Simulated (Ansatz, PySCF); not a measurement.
Ways to break one bond of CC(F)(F)F:

A. CC(F)(F)F → [CH3] (CH3) + F[C](F)F
B. CC(F)(F)F [1,1,1-trifluoroethane] → [CH2]C(F)(F)F + H atom
C. CC(F)(F)F [1,1,1-trifluoroethane] → C[C](F)F + F atom

Quantity: bond dissociation energy (enthalpy at 298 K, with B3LYP-D3(BJ) rigid-rotor harmonic-oscillator terms from PySCF), kcal/mol. Each molecule is optimised on its own at B3LYP-D3(BJ)/def2-TZVP (Ansatz, a first-principles code), one conformer each, not searched for the lowest. Valence correlation only, unless marked. Open shells are spin-unrestricted. No spin-orbit coupling. Non-relativistic. Basis-set limits of correlation are two-point, X^-3; Hartree-Fock from the larger set. The bracket is a focal-point correction in the basis named.

```
   B3LYP-D4/def2-TZVPD (Ansatz + dftd4)  BHLYP/def2-TZVPD (Ansatz)  CAM-B3LYP-D4/def2-TZVPD (Ansatz + dftd4)  RI-MP2/CBS(cc-pVTZ,cc-pVQZ)+[CCSD(T)-MP2]/cc-pVTZ (Ansatz)
-  ------------------------------------  -------------------------  ----------------------------------------  ----------------------------------------------------------
A                                  96.8                       95.0                                      99.2                                                  (withheld)
B                                 103.6                      102.4                                     104.3                                                  (withheld)
C                                 121.6                      114.9                                     124.9                                                  (withheld)
```

**Question.** What belongs in the gaps?

**Answer.** 
- A, RI-MP2/CBS(cc-pVTZ,cc-pVQZ)+[CCSD(T)-MP2]/cc-pVTZ (Ansatz): 104.1
- B, RI-MP2/CBS(cc-pVTZ,cc-pVQZ)+[CCSD(T)-MP2]/cc-pVTZ (Ansatz): 106.8
- C, RI-MP2/CBS(cc-pVTZ,cc-pVQZ)+[CCSD(T)-MP2]/cc-pVTZ (Ansatz): 128.8
